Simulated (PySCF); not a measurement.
Computed IR spectrum (relative IR intensity) of a molecule C₂H₅ClF₂Si. The structure is a stationary point at r2SCAN-D4/def2-SVP. Other conformers were not sampled. Level of theory: PySCF with r2SCAN-D4/def2-SVP. Frequencies are harmonic and unscaled.

Lines under 2 % of the strongest are left out, and lines within 2 cm⁻¹ are merged.

| ν (cm⁻¹) | relative intensity |
|---|---|
| 247 | 2.1 |
| 298 | 4.9 |
| 302 | 16 |
| 374 | 11 |
| 528 | 28 |
| 688 | 3.9 |
| 734 | 100 |
| 893 | 84 |
| 947 | 46 |
| 969 | 11 |
| 986 | 34 |
| 1044 | 13 |
| 1242 | 2.2 |
| 1266 | 5.6 |
| 1416 | 4.2 |
| 1478 | 9.2 |
| 3040 | 14 |
| 3138 | 13 |

Problem. Identify the compound among the candidates.
(A) C[Si@@H](Cl)C(F)F
(B) CC[Si](F)(F)Cl
(C) FC[SiH](Cl)CF
(D) FC(F)C[SiH2]Cl

Solution. B, CC[Si](F)(F)Cl
